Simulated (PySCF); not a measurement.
BrHMoOS2, SMILES [OH][Mo](=[S])(=[S])[Br], multiplicity 1.

Geometry optimised at B3LYP-D3(BJ)/def2-SVP. A frequency run showed that this geometry is not a minimum. The spin state was assumed, not searched. The def2 effective core potentials stand for the cores of Mo; spin–orbit coupling is left out. One conformer was computed; it need not be the lowest.

All values below come from PySCF with PBE/def2-TZVP.

Symmetry labels are those of the subgroup Cs that the program uses (full group Cs).

Computed valence orbital energies around the gap with their symmetry:
```json
[
 {"orbital": "HOMO−7", "symmetry": "A\"", "energy (eV)": "-8.94"},
 {"orbital": "HOMO−6", "symmetry": "A'", "energy (eV)": "-8.78"},
 {"orbital": "HOMO−5", "symmetry": "A'", "energy (eV)": "-8.18"},
 {"orbital": "HOMO−4", "symmetry": "A\"", "energy (eV)": "-7.95"},
 {"orbital": "HOMO−3", "symmetry": "A'", "energy (eV)": "-7.87"},
 {"orbital": "HOMO−2", "symmetry": "A'", "energy (eV)": "-7.30"},
 {"orbital": "HOMO−1", "symmetry": "A\"", "energy (eV)": "-7.03"},
 {"orbital": "HOMO", "symmetry": "A\"", "energy (eV)": "-6.33"},
 {"orbital": "LUMO", "symmetry": "A'", "energy (eV)": "-4.21"},
 {"orbital": "LUMO+1", "symmetry": "A\"", "energy (eV)": "-3.97"},
 {"orbital": "LUMO+2", "symmetry": "A'", "energy (eV)": "-3.39"},
 {"orbital": "LUMO+3", "symmetry": "A'", "energy (eV)": "-2.65"}
]
```
